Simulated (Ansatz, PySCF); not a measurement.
Cl5Si2, SMILES Cl[Si](Cl)[Si](Cl)(Cl)Cl, multiplicity 2. Atoms are numbered in the order given.

```xyz
7

Cl     1.9162    -2.0145    -0.2620
Si     1.4197    -0.0156    -0.4958
Cl     2.3761     1.1210     0.9500
Si    -0.8926     0.1831    -0.1333
Cl    -1.4374    -0.4613     1.7429
Cl    -1.4203     2.1591    -0.3473
Cl    -1.8749    -0.9446    -1.5448
```
Charge 0, spin multiplicity 2.

Geometry: r2SCAN-D4/def2-SVP. The isomer is the one that the SMILES or the coordinates give; other isomers of the formula were not compared. Other conformers were not sampled.

Two levels are set side by side: PBE-D3(BJ)/def2-SVP (Ansatz, a program for electronic structure) and r2SCAN-D4/def2-SVP (Ansatz). Each level has its own optimised geometry; the coordinates shown are those of the second. Frequencies come from the Hessian of PySCF at each geometry. Differences are taken from unrounded values.

```
quantity                            r2SCAN-D4  PBE-D3(BJ)  PBE-D3(BJ) minus r2SCAN-D4
----------------------------------  ---------  ----------  --------------------------
mean bond length (Å)                    2.111       2.123                       0.013
bond Cl1–Si2 (Å)                        2.073       2.086                       0.013
bond Si2–Cl3 (Å)                        2.073       2.086                       0.013
bond Si2–Si4 (Å)                        2.349       2.365                       0.016
bond Si4–Cl5 (Å)                        2.057       2.069                       0.011
bond Si4–Cl6 (Å)                        2.056       2.067                       0.011
bond Si4–Cl7 (Å)                        2.056       2.067                       0.011
highest harmonic wavenumber (cm⁻¹)        607         593                         -14
mean harmonic wavenumber (cm⁻¹)           293         283                         -10
zero-point energy (kcal/mol)             6.27        6.06                       -0.22
```
